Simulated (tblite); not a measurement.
Species: C5H5OP3S.
Z-matrix (Å and degrees, GFN2-xTB geometry), rows numbered from 1:
```
C 
S   1  1.8133
C   2  1.7655  1  103.78
P   3  1.7542  2  117.93  1     0.41
C   4  1.7288  3  105.24  2   179.96
P   5  1.7249  4  136.26  3    -0.29
C   6  1.7506  5  104.44  4     0.27
C   7  1.4546  6  115.75  5   179.98
O   8  1.2096  7  122.44  6  -179.74
P   7  1.7489  6  135.39  5     0.04
H   1  1.0872  2  109.74  3    60.49
H   1  1.0855  2  105.97  3   179.56
H   1  1.0871  2  109.82  3   -61.47
H   5  1.0889  4  111.06  3   179.85
H   8  1.1066  7  116.06  6     0.29
```

Calculated harmonic vibrations of the isolated species, GFN2-xTB (tblite), most abundant isotopes, no scaling. This tight-binding method is rough: wavenumbers can miss measured ones by several per cent, in bad cases by 10 to 20. One conformer, not necessarily the lowest.

Harmonic wavenumbers (cm⁻¹): 46.8, 50.6, 75.5, 124.8, 133.4, 179.3, 210.1, 232.0, 240.7, 281.9, 286.3, 353.3, 356.1, 437.9, 501.1, 535.7, 665.7, 723.7, 737.2, 744.9, 830.7, 896.2, 913.1, 930.2, 947.6, 1047.8, 1101.2, 1137.4, 1246.8, 1308.8, 1356.5, 1426.9, 1435.5, 1697.6, 2765.6, 2975.8, 3012.8, 3017.0, 3056.4.

A = 1252, B = 555.0, C = 385.5 MHz; mass 205.927 u (most abundant isotopes); point group Cs, symmetry number 1.

**Question.** Zero-point energy?

**Answer.** ½Σν̃ = 19010 cm⁻¹ = 227.42 kJ/mol.

**Question.** Give the ideal-gas entropy at 298.15 K and 1 bar in the rigid-rotor, harmonic-oscillator model (classical rotation).

**Answer.** Translation 175.30, rotation 131.64, vibration 155.80: S = 462.7 J/(mol K).

**Question.** And Cp and H(298.15 K) − H(0)?

**Answer.** Cp = 177.93 J/(mol K), of which vibrations give 144.67 (their classical limit is 39 R = 324.3); H(298.15 K) − H(0) = 33.75 kJ/mol without the zero-point energy, 23.84 from vibrations.

**Question.** Blend soft modes into free rotors: weight 1/[1 + (100 cm⁻¹/ν̃)⁴] for the oscillator and the rest for a rotor with moment μB/(μ + B), μ = h/(8π²ν), B = 10⁻⁴⁴ kg m². What vibrational entropy results?

**Answer.** 142.06 J/(mol K) in place of 155.80, which changes −T·S at 298.15 K by +4.10 kJ/mol.

**Question.** How do the functions run with temperature in this model?

**Answer.** 
```tsv
T (K)	S (J/(mol K))	Cp (J/(mol K))	H − H(0) (kJ/mol)	G − H(0) (kJ/mol)	ln q(vib)
50	265.8	62.2	2.26	-11.03	0.75
100	319.0	94.0	6.19	-25.71	2.37
373.15	505.3	202.0	48.03	-140.54	11.49
500	569.2	234.0	75.79	-208.79	15.24
750	672.4	274.0	139.77	-364.51	21.85
1000	754.8	298.0	211.50	-543.26	27.58
```

q(vib) and H(0) count from the zero-point level.

**Question.** Which modes carry the vibrational entropy at 298.15 K?

**Answer.** 46.8 cm⁻¹: 20.70; 50.6 cm⁻¹: 20.06; 75.5 cm⁻¹: 16.76; 124.8 cm⁻¹: 12.66; 133.4 cm⁻¹: 12.12; 179.3 cm⁻¹: 9.77 J/(mol K); the other 33 give 63.74 together.

Hindered rotation and anharmonicity are outside this model. Other conformers, if any are populated, would add a mixing term that is left out.

The run took 0.82 s wall on one thread of an Intel Xeon 6975P-C, on a shared host. This covers the Hessian and the dipole derivatives.
